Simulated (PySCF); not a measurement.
# `C=C(F)[SiH2][CH2][AlH-]1[Cl+][AlH2-][Cl+]1`: 4 charge schemes on one density

Species: C₃H₉Al₂Cl₂FSi.
Geometry (PBE0-D3(BJ)/def2-SVP, Å), atoms numbered from 1 in this order:
```xyz
18
C3H9Al2Cl2FSi angstrom
C      3.880   -0.483    0.474
C      3.026   -0.005   -0.429
F      3.359    1.097   -1.137
Si     1.303   -0.644   -0.864
C      0.070    0.745   -0.660
Al    -1.715    0.499   -1.377
Cl    -2.670   -1.400   -0.440
Al    -4.085   -0.087    0.837
Cl    -3.163    1.810   -0.114
H      4.847   -0.003    0.650
H      3.619   -1.369    1.054
H      1.006   -1.803    0.030
H      1.322   -1.119   -2.283
H      0.506    1.625   -1.168
H      0.006    0.995    0.414
H     -2.169    0.574   -2.884
H     -3.600   -0.165    2.336
H     -5.551   -0.261    0.284
```

Density: PBE0/pcSseg-1 (PySCF); schemes: Mulliken, IAO, Hirshfeld and ESP-fitted. Isolated species at its PBE0-D3(BJ)/def2-SVP geometry (one conformer only).

Problem. Which atoms carry the highest charge in the Mulliken, IAO, Hirshfeld and ESP-fitted schemes?

Solution. The schemes don't all agree: Mulliken Al6 (+0.945); IAO Al6 (+0.794); Hirshfeld Al6 (+0.412); ESP-fitted Al8 (+0.754).

Problem. At which atom do the 4 schemes differ most?

Solution. At C5: from -0.926 (Mulliken) to -0.314 e (Hirshfeld), 0.612 e apart.

Problem. What partial charge does each atom carry?

Solution. In e:

| atom | environment | Mulliken | IAO | Hirshfeld | ESP-fitted |
| --- | --- | --- | --- | --- | --- |
| C1 | terminal =CH2 carbon | -0.219 | -0.352 | -0.122 | -0.535 |
| C2 | vinylic C–F carbon | -0.048 | +0.027 | -0.008 | +0.141 |
| F3 | vinyl fluorine | -0.286 | -0.276 | -0.089 | -0.171 |
| Si4 | SiH2 silicon | +0.640 | +0.753 | +0.319 | +0.346 |
| C5 | sp3 carbon bound to silicon | -0.926 | -0.921 | -0.314 | -0.335 |
| Al6 | aluminium bonded to C, 2 Cl and H | +0.945 | +0.794 | +0.412 | +0.621 |
| Cl7 | chlorine bonded to 2 Al | -0.413 | -0.259 | -0.063 | -0.246 |
| Al8 | aluminium bonded to 2 Cl and 2 H | +0.783 | +0.647 | +0.386 | +0.754 |
| Cl9 | chlorine bonded to 2 Al | -0.407 | -0.257 | -0.067 | -0.246 |
| H10 | vinylic hydrogen | +0.137 | +0.163 | +0.053 | +0.230 |
| H11 | vinylic hydrogen | +0.139 | +0.163 | +0.054 | +0.206 |
| H12 | Si–H hydrogen | -0.080 | -0.120 | -0.077 | -0.095 |
| H13 | Si–H hydrogen | -0.069 | -0.123 | -0.078 | -0.094 |
| H14 | methylene hydrogen | +0.183 | +0.175 | +0.042 | +0.104 |
| H15 | methylene hydrogen | +0.187 | +0.169 | +0.038 | +0.044 |
| H16 | Al–H hydrogen | -0.177 | -0.194 | -0.161 | -0.230 |
| H17 | Al–H hydrogen | -0.194 | -0.197 | -0.163 | -0.246 |
| H18 | Al–H hydrogen | -0.194 | -0.194 | -0.161 | -0.248 |

Mean size of the charges over all atoms: Mulliken 0.335 e, IAO 0.321 e, ESP-fitted 0.272 e, Hirshfeld 0.145 e. Each set sums to the total charge, 0, to within 0.001 e. The Hirshfeld scheme divides the density at each point in proportion to the densities of the neutral, spherically averaged free atoms.

Problem. How closely do the schemes follow one another over all atoms?

Solution. Correlation coefficient and root-mean-square difference: Mulliken with IAO 0.98, 0.085 e; IAO with Hirshfeld 0.96, 0.236 e; Mulliken with Hirshfeld 0.95, 0.265 e; Hirshfeld with ESP-fitted 0.92, 0.171 e; IAO with ESP-fitted 0.89, 0.189 e; Mulliken with ESP-fitted 0.89, 0.210 e.

Problem. How many electrons does the IAO scheme count on Al6?

Solution. Z − q = 13 − (+0.794) = 12.206.
